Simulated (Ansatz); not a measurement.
Cost and result up the ladder for diborane tri Cl (B2H3Cl3) (8 atoms). The state is a singlet with charge 0. Geometry: r2SCAN-D4/def2-SVP.

```xyz
8

B    -0.614   -0.566   -0.253
Cl   -1.611   -0.296   -1.694
Cl   -0.828   -2.013    0.737
H    -0.655    0.559    0.505
B     0.632    0.661    0.194
Cl    1.650    0.429    1.625
H     0.740    1.626   -0.509
H     0.687   -0.399   -0.604
```

Ansatz on 4 threads of Arm Neoverse N1 on a shared host. Times are rough, and most runs start from the orbitals of an earlier one. PBE0-D4/def2-TZVPD serves as the yardstick here, not as an exact answer. Differences are given only for rows in sets of like size (and for xTB, whose basis is part of the method), since another set adds its own error. Binding counts from free atoms at the same level (B doublet, Cl doublet, H doublet; other spins of the atoms weren't run), without zero-point energy or a counterpoise term.

LC-ωPBE has ω = 0.4 bohr⁻¹. B3LYP takes the VWN-RPA correlation. Correlated methods freeze 17 core orbitals.

Correlated methods converge slowly with the basis.

| level | functions | binding energy per atom (eV) | difference from PBE0-D4/def2-TZVPD (eV) |
| --- | --- | --- | --- |
| PBE0-D4/def2-TZVP (with forces) | 191 | 3.46 | 0.00 |
| r2SCANh-D4/def2-TZVP | 191 | 3.45 | 0.00 |
| LC-ωPBE/def2-TZVP | 191 | 3.39 | -0.06 |
| HF/6-31G | 63 | 2.28 | – |
| r2SCAN-D4/def2-TZVPD | 239 | 3.47 | 0.01 |
| CCSD(T)/def2-TZVPP | 230 | 3.31 | -0.15 |
| PBE-D4/def2-TZVPD | 239 | 3.50 | 0.04 |
| B3LYP-D4/def2-TZVP | 191 | 3.38 | -0.08 |
| B3LYP-D4/6-31G | 63 | 3.16 | – |
| HF/def2-TZVP | 191 | 2.58 | -0.87 |
| PBE-D4/def2-SVP | 97 | 3.55 | – |
| PBE-D4/def2-TZVP | 191 | 3.50 | 0.05 |
| MP2/def2-TZVP | 191 | 3.39 | -0.07 |
| PBE0-D4/def2-TZVPD | 239 | 3.45 | 0.00 |

(1) Estimate how long each takes.

Answers

(1) HF/6-31G 0.5 s; B3LYP-D4/6-31G 1.1 s; PBE-D4/def2-SVP 1.3 s; HF/def2-TZVP 2.1 s; PBE-D4/def2-TZVP 2.5 s; MP2/def2-TZVP 2.8 s; LC-ωPBE/def2-TZVP 3.2 s; B3LYP-D4/def2-TZVP 3.6 s; PBE-D4/def2-TZVPD 4.6 s; PBE0-D4/def2-TZVP (with forces) 5.5 s; PBE0-D4/def2-TZVPD 6.5 s; r2SCANh-D4/def2-TZVP 7 s; r2SCAN-D4/def2-TZVPD 9.5 s; CCSD(T)/def2-TZVPP 5.6 min. On shared hardware such times vary by a factor of up to 3.
